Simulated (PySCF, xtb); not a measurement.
C4H7FO2, SMILES C(OCCO)(=C)F.

GFN2-xTB in xtb at its own geometry gives an orbital gap of 5.20 eV and a dipole moment of 1.16 D.

Geometry optimised at B3LYP-D3(BJ)/def2-SVP. The structure was generated by enumeration, and PubChem lists no compound with its InChIKey, so it may never have been made. Other conformers were not sampled.

Question: What does r2SCAN/def2-TZVP (PySCF) give? (The exact figures need the calculation; the answer reports its results.)

Answer: gap 5.90 eV (levels -6.12 and -0.22 eV), dipole 0.59 D.
